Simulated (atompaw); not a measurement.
Which change was made? (Fe, PAW (atompaw))

atompaw 4.2.0.5 input, output lines left out:

```
Fe 26
GGA-PBESOL scalarrelativistic loggrid 1500 logderivrange -3 5 201
4 4 3 0 0 0
4 1 0
3 2 6
0 0 0
c
c
c
v
c
c
v
v
2
2.15 2.05 2.05 1.80
y
0.25
n
y
0.3
n
y
-0.2
n
custom polynom vanderbiltortho besselshape
bessel
1.95
1.95
2.15
2.15
2.15
2.15
```

Cutoffs, loose and tight: the cutoffs (Ry, on a coarse ladder) from which the occupation-weighted sum of valence levels, in a spherical-Bessel basis at the reference potential, stays within 10 and 1 mRy of its value at 400 Ry. They see the waves, projectors and local potential, not the compensation charge or the core.

The base gives: outcome: generated; cutoff, loose: 21 Ry; cutoff, tight: 40 Ry; bound ghosts: s, p.

(1) After one change the result is: outcome: generated; cutoff, loose: 40 Ry; cutoff, tight: 55 Ry; bound ghosts: s, p. Which change was it?
A. all radii scaled by about 1.03 (s 2.02, p 2.22, d 2.22 bohr); local potential bessel scheme, radius 2.12 bohr; augmentation besselshape compensation charge, radius 2.12 bohr; PAW radius 2.22 bohr; waves and projectors: custom polynom vanderbiltortho; core correction smooth core density matched at 1.86 bohr
B. augmentation besselshape compensation charge, radius 2.05 bohr; PAW radius 2.15 bohr; waves and projectors: custom rrkj gramschmidtortho
C. wave 3d (bound): rc 2.15 bohr becomes 3d (bound): rc 1.82 bohr

## Answers

(1) C. The others give: augmentation besselshape compensation charge, radius 2.05 bohr; PAW radius 2.15 bohr; waves and projectors: custom rrkj gramschmidtortho → outcome: generated; cutoff, loose: 21 Ry; cutoff, tight: 35 Ry; bound ghosts: none | all radii scaled by about 1.03 (s 2.02, p 2.22, d 2.22 bohr); local potential bessel scheme, radius 2.12 bohr; augmentation besselshape compensation charge, radius 2.12 bohr; PAW radius 2.22 bohr; waves and projectors: custom polynom vanderbiltortho; core correction smooth core density matched at 1.86 bohr → outcome: generated; cutoff, loose: 18 Ry; cutoff, tight: 35 Ry; bound ghosts: p, s.
